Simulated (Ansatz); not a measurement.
Ansatz (an electronic-structure program) input:
A basis named .json is the Basis Set Exchange file of that set.

Ansatz 0.2 input:
```yaml
crystal:
  periodic: [false, false, false]
  atoms:
    - {symbol: C, position_ang: [1.44272465, 0.53619193, -0.93641658]}
    - {symbol: Si, position_ang: [-0.05531291, -0.02300838, 0.01125866]}
    - {symbol: O, position_ang: [-0.41479935, -1.47993840, -0.70980138]}
    - {symbol: O, position_ang: [-1.20007129, 1.13537071, -0.12024664]}
    - {symbol: O, position_ang: [0.14314703, -0.27621951, 1.62564217]}
    - {symbol: H, position_ang: [1.19673031, 0.73016082, -1.98037445]}
    - {symbol: H, position_ang: [1.79079390, 1.46910356, -0.48492522]}
    - {symbol: H, position_ang: [2.24698342, -0.19752523, -0.89496807]}
    - {symbol: H, position_ang: [-1.87715994, 1.18045888, 0.55971419]}
    - {symbol: H, position_ang: [0.53447394, -1.11093480, 1.89667847]}
basis:
  gaussian:
    orbitals: aug-cc-pV_D+d_Z.json
magnetization: {spin_polarized: true, initial_magnetization: 1}
correlation: {method: ccsd_t, electrons: outside_noble_gas}
output: {forces: true}
```

**Question.** Which total energy does the run end on?

**Answer.** -555.33055 Eh (CCSD(T)/aug-cc-pV(D+d)Z). The basis has 169 functions.

It need not be the lowest isomer of its formula.
